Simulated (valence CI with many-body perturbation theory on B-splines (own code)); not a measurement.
E1 line list for Cu²²⁺

Method: valence CI with perturbative core correlation (CI+MBPT): five valence electrons over a frozen Dirac-Fock core [He], radial functions for each j: 11 s, 11 p, 10 d, 8 f, 5 g, 2 h, with the one-electron correlation potential Σ1 (screened to all orders), the two-electron term Σ2, the three-electron term Σ3, Breit, model QED; selected single and double excitations, second order for the rest, scaled by the run's own slope (own B-spline code, finite nucleus).

No measured levels were compared; by estimate levels of excited configurations hold to 0.05 to 0.15 % of their energy, terms of the ground configuration to about 0.5 %. Among the levels kept, up to 5500 cm⁻¹ of a level comes from second order outside the variational space, and about a tenth of that is noise between levels of different J, which matters for small intervals.

Lines 1 to 50 of 591 in falling wavelength, among levels below 1400.7 eV, chosen from the strongest by gf and those to the six lowest levels. Wavelengths and rates use the calculated energies, so an error of 800 cm⁻¹ moves a line at 43.54 nm by 0.35 % and its rate by three times that or more. Electric multipoles are in the length gauge with retardation, E1 and E2 with the static RPA response of the core. Weak lines are less certain than strong ones. Lines between different terms over intervals too small for the method are left out, as are lines whose strength nearly cancels. Where a level lies close to another of its J and parity, the split of strength between their lines is uncertain. The highest levels of a list are the least certain.

Names give the largest LS component (configuration and term), which can be under half, so a name can repeat, a term be missing and a line seem to break the LS rules; names also repeat where a configuration has a term twice. Letters in brackets count levels of one name in rising energy.

```tsv
λ vac (nm)	Upper	Lower	A (s⁻¹)	S (a.u.)
43.54	2s 2p3 3p 4D_3/2 [a]	2s 2p3 3s 4D°_5/2	1.08e+09	1.77e-01
43.09	2s 2p3 3p 2F_7/2 [a]	2s 2p3 3s 2D°_5/2 [a]	1.51e+09	4.78e-01
43.01	2s2 2p2 3p 4D°_1/2	2s2 2p2 3s 4P_1/2	1.85e+09	1.45e-01
42.59	2s 2p3 3p 2F_5/2 [a]	2s 2p3 3s 2D°_3/2 [a]	1.81e+09	4.15e-01
41.64	2s 2p3 3p 4D_5/2 [b]	2s 2p3 3s 4P°_5/2	7.12e+08	1.52e-01
41.56	2s 2p3 3p 2P_3/2 [b]	2s 2p3 3s 2D°_5/2 [b]	8.40e+08	1.19e-01
41.54	2s 2p3 3p 4F_7/2	2s 2p3 3s 4D°_7/2	9.02e+08	2.55e-01
41.09	2s 2p3 3p 4P_3/2 [a]	2s 2p3 3s 4S°_3/2 [a]	1.31e+09	1.80e-01
40.73	2s2 2p2 3p 2D°_5/2 [a]	2s2 2p2 3s 4P_5/2	1.27e+09	2.55e-01
40.72	2s 2p3 3p 2F_5/2 [b]	2s 2p3 3s 2D°_3/2 [b]	2.23e+09	4.46e-01
40.61	2s 2p3 3p 4F_3/2	2s 2p3 3s 4D°_1/2	1.33e+09	1.76e-01
40.19	2s 2p3 3p 4F_5/2	2s 2p3 3s 4D°_5/2	1.47e+09	2.82e-01
40.16	2s 2p3 3p 4P_5/2 [a]	2s 2p3 3s 4S°_3/2 [a]	1.54e+09	2.94e-01
39.98	2s 2p3 3p 4D_3/2 [c]	2s 2p3 3s 4P°_3/2	1.28e+09	1.61e-01
39.61	2s 2p3 3p 4P_3/2 [d]	2s 2p3 3s 4S°_3/2 [b]	1.67e+09	2.04e-01
39.43	2s 2p3 3d 4D°_7/2 [b]	2s 2p3 3p 4P_5/2 [b]	6.53e+08	1.58e-01
39.14	2s 2p3 3p 4F_5/2	2s 2p3 3s 4D°_3/2	8.37e+08	1.49e-01
39.05	2s 2p3 3d 4F°_9/2 [a]	2s 2p3 3p 2F_7/2 [a]	4.30e+08	1.26e-01
38.95	2s 2p3 3p 6P_3/2	2s 2p3 3s 6S°_5/2	2.36e+09	2.76e-01
38.69	2s2 2p2 3d 2D_5/2 [c]	2s2 2p2 3p 2P°_3/2 [b]	1.12e+09	1.92e-01
38.48	2s2 2p2 3p 4D°_3/2 [b]	2s2 2p2 3s 4P_3/2	1.40e+09	1.57e-01
38.26	2s 2p3 3p 4D_7/2 [a]	2s 2p3 3s 4D°_7/2	1.14e+09	2.52e-01
38.05	2s 2p3 3d 4F°_9/2 [a]	2s 2p3 3p 4F_9/2	8.39e+08	2.28e-01
37.97	2s2 2p2 3p 2D°_5/2 [b]	2s2 2p2 3s 2D_3/2	1.66e+09	2.70e-01
37.75	2s 2p3 3d 4G°_9/2	2s 2p3 3p 4D_7/2 [a]	5.63e+08	1.49e-01
37.64	2s 2p3 3p 6P_5/2	2s 2p3 3s 6S°_5/2	2.44e+09	3.85e-01
37.32	2s 2p3 3d 6D°_9/2	2s 2p3 3p 6P_7/2 [b]	1.06e+09	2.71e-01
37.32	2s 2p3 3d 4G°_7/2	2s 2p3 3p 4F_7/2	7.59e+08	1.56e-01
37.16	2s 2p3 3d 4D°_5/2 [c]	2s 2p3 3p 4P_5/2 [b]	1.34e+09	2.04e-01
37.02	2s 2p3 3d 6D°_7/2	2s 2p3 3p 6P_7/2 [a]	6.14e+08	1.23e-01
36.98	2s 2p3 3p 4D_3/2 [c]	2s 2p3 3s 4P°_1/2	1.10e+09	1.10e-01
36.92	2s 2p3 3p 2D_3/2 [b]	2s 2p3 3s 2P°_1/2 [a]	1.73e+09	1.72e-01
36.53	2s 2p3 3p 4D_5/2 [b]	2s 2p3 3s 4P°_3/2	2.07e+09	2.99e-01
36.44	2s 2p3 3d 4G°_11/2	2s 2p3 3p 4F_9/2	3.05e+09	8.74e-01
36.43	2s 2p3 3d 6D°_9/2	2s 2p3 3p 6P_7/2 [a]	1.87e+09	4.46e-01
36.38	2s 2p3 3d 2F°_7/2 [c]	2s 2p3 3p 2D_5/2 [c]	1.41e+09	2.68e-01
36.13	2s 2p3 3p 2D_3/2 [a]	2s 2p3 3s 2D°_5/2 [a]	1.96e+09	1.83e-01
36.02	2s 2p3 3d 4P°_3/2	2s 2p3 3p 4P_1/2 [b]	1.22e+09	1.12e-01
36.00	2s2 2p2 3d 2F_7/2 [a]	2s2 2p2 3p 4D°_7/2	8.07e+08	1.49e-01
35.99	2s 2p3 3d 4D°_5/2 [e]	2s 2p3 3p 4P_5/2 [d]	7.40e+08	1.02e-01
35.93	2s 2p3 3d 4F°_9/2 [b]	2s 2p3 3p 4D_7/2 [b]	3.08e+09	7.05e-01
35.92	2s 2p3 3p 4P_3/2 [c]	2s 2p3 3s 4P°_5/2	1.54e+09	1.41e-01
35.87	2s 2p3 3p 4D_7/2 [b]	2s 2p3 3s 4P°_5/2	3.58e+09	6.53e-01
35.77	2s 2p3 3d 4F°_7/2 [a]	2s 2p3 3p 4D_5/2 [a]	2.71e+09	4.91e-01
35.76	2s2 2p2 3p 2D°_5/2 [b]	2s2 2p2 3s 2D_5/2	7.95e+08	1.08e-01
35.68	2s 2p3 3p 4P_5/2 [c]	2s 2p3 3s 4P°_5/2	1.43e+09	1.93e-01
35.67	2s 2p3 3p 2P_3/2 [b]	2s 2p3 3s 2S°_1/2	1.19e+09	1.07e-01
35.58	2s 2p3 3d 2G°_9/2 [b]	2s 2p3 3p 2F_7/2 [b]	3.20e+09	7.11e-01
35.49	2s 2p3 3p 2P_1/2 [e]	2s 2p3 3s 2P°_3/2 [b]	3.05e+09	1.35e-01
35.49	2s2 2p2 3p 2D°_3/2 [b]	2s2 2p2 3s 2D_5/2	2.34e+09	2.06e-01
```
